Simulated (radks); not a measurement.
Q: Rb3+, 34 electrons, occupied as [Ar] 3d10 4s2 4p4. All-electron calculation, scalar-relativistic Kohn-Sham, r2SCAN, spin-polarised, spherical densities, finite nucleus; open shells are filled with parallel spins first (spin-orbit coupling, left out, can overturn this in heavy ions); meta-GGA in the generalised Kohn-Sham scheme; Fermi nuclear charge, rms radius 4.2036 fm. Program: a radial shooting solver on a logarithmic mesh with Libxc functionals. Some entries of the table are withheld. Estimate them.

orbital,occ.,eigenvalue (hartree),r(max) (bohr),<r^2> (bohr^2)
1s up,1,-555.1903,0.02629,0.002189
1s down,1,-555.1784,0.02629,0.002189
2s up,1,-75.68433,0.1494,0.03723
2s down,1,-75.68181,0.1494,0.03723
2p up,3,-67.16490,0.1197,0.02942
2p down,3,-67.15586,0.1197,0.02943
3s up,1,-12.51643,0.4500,0.2976
3s down,1,-12.50652,0.4502,0.2976
3p up,3,-9.75113,(1),0.3130
3p down,3,-9.73891,(2),0.3126
3d up,5,-5.19484,0.3943,0.3366
3d down,5,-5.17933,0.3944,0.3341
4s up,1,-2.43905,1.240,(3)
4s down,1,-2.32825,1.238,(4)
4p up,3,-1.77913,1.371,2.781
4p down,1,-1.67233,1.369,2.831

A: 
(1) 3p up r(max) (bohr): 0.4459
(2) 3p down r(max) (bohr): 0.4462
(3) 4s up <r^2> (bohr^2): 2.199
(4) 4s down <r^2> (bohr^2): 2.216
